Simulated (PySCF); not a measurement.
# Electron correlation in Co (cobalt, neutral)

[Ar] 3d7 4s2, high-spin 4F determinant. Computed with PySCF 2.14 in x2c-QZVPPall, with the spin-free X2C one-electron Hamiltonian (Gaussian nucleus). Frozen: [Ar]; 9 electrons correlated.

```tsv
level	correlation energy (mhartree)
CCSD	-263.69
(T)	-9.96
CCSD(T)	-273.65
```

Diagnostics: T1 = 0.023, D1 = 0.0697, largest double amplitude 0.060.

**Question.** Is a single reference adequate?

**Answer.** Yes: T1 lies below 0.03 and no double amplitude reaches 0.07.
